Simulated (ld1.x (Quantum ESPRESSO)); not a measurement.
**Transferability test, TM potential for Te**

| Item | Value |
| --- | --- |
| Element | Te (Z = 52) |
| Generator | ld1.x (Quantum ESPRESSO) 7.5 |
| Type | norm-conserving Troullier–Martins (Kleinman–Bylander form) |
| Functional | BLYP |
| Relativity | scalar-relativistic |
| Frozen core | [Kr] 4d10 |
| Valence charge | 6 |
| Reference configuration | 5s2 5p4 |
| Partial waves | 5s (bound): rc 1.65 bohr; 5p (bound): rc 2.20 bohr |
| Local potential | the p channel |
| Core correction | Bessel-smoothed model core inside 1.70 bohr |

Energies are relative to the spin-unpolarised reference configuration 5s2 5p4; without spin polarisation the order of configurations can differ from experiment.

```json
{"valence configuration": "5s2 5p3", "charge": "+1", "ΔE all-electron (eV)": "9.578", "error AE − PS (meV)": "-3.2"}
{"valence configuration": "5s2 5p1", "charge": "+3", "ΔE all-electron (eV)": "54.248", "error AE − PS (meV)": "-59"}
{"valence configuration": "5s2 5p0", "charge": "+4", "ΔE all-electron (eV)": "90.812", "error AE − PS (meV)": "-162"}
{"valence configuration": "5s1 5p4", "charge": "+1", "ΔE all-electron (eV)": "19.457", "error AE − PS (meV)": "-16"}
{"valence configuration": "5s2 5p3.5", "charge": "+0.5", "ΔE all-electron (eV)": "3.820", "error AE − PS (meV)": "-1.0"}
{"valence configuration": "5s2 5p4.3", "charge": "-0.3", "ΔE all-electron (eV)": "-1.421", "error AE − PS (meV)": "+0.4"}
```

Problem. What are ΔE and the potential's error for 5s2 5p2?

Solution. ΔE = 27.388 eV all-electron; the error (AE − PS) is -17 meV.

Levels in the configuration 5s2 5p4.3:

| level | all-electron (eV) | pseudo (eV) |
| --- | --- | --- |
| 5s | -12.742 | -12.742 |
| 5p | -3.705 | -3.705 |
